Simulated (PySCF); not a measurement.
**TDDFT excited states: C5H6N2**

C5H6N2.
SMILES: `N#C[C@H]1CC=NC1`

Method used: TDDFT PBE0/def2-SVPD, vertical, gas phase, core orbitals frozen in the response in PySCF. Geometry: GFN2-xTB; no solvent, vibrations or thermal averaging.

Task: List the vertical singlet excitations with oscillator strengths and describe the spectrum.

Result: 

```tsv
state	λ (nm)	E (eV)	f	main configurations (H = HOMO, L = LUMO)
S1	225.9	5.49	0.0021	H→L (98%)
S2	178.8	6.94	0.0043	H→L+1 (96%)
S3	164.9	7.52	0.135	H-1→L (74%), H→L+2 (14%)
S4	163.3	7.59	0.012	H→L+2 (42%), H→L+3 (27%)
S5	160.9	7.70	0.0054	H-1→L+1 (95%)
S6	158.9	7.80	0.064	H→L+3 (46%), H→L+2 (21%)
```

Triplets (Tamm–Dancoff): T1 4.61 eV, H→L (96%); T2 4.91 eV, H-1→L (91%).

The lowest singlet comes at 226 nm (530 kJ/mol) in the ultraviolet; it is very weak; its leading configuration is HOMO→LUMO (98%). The most intense listed level is S3 at 7.52 eV (165 nm, f = 0.135), 2.03 eV above S1. Löwdin shares by element: HOMO nitrogen 57% or more, carbon 25% or more (atoms not listed hold the other 18%); LUMO carbon 44% or more, nitrogen 36% or more, hydrogen 6% or more. Of the 6 states listed, 3 reach f = 0.01 and none stays under 0.0005. The listed states span 2.31 eV, and the widest gap between neighbours is 1.45 eV (S1 to S2). The oscillator strengths of these states sum to 0.223; summed over the whole spectrum of an exact calculation they would give the number of electrons, 50 (Thomas–Reiche–Kuhn). The window holds the lowest 6 singlets.

Time: 23 s of wall time; peak memory 0.76 GiB. Hardware: Intel Xeon Platinum 8488C, one thread, shared host with 192 logical CPUs at a one-minute load of 74.
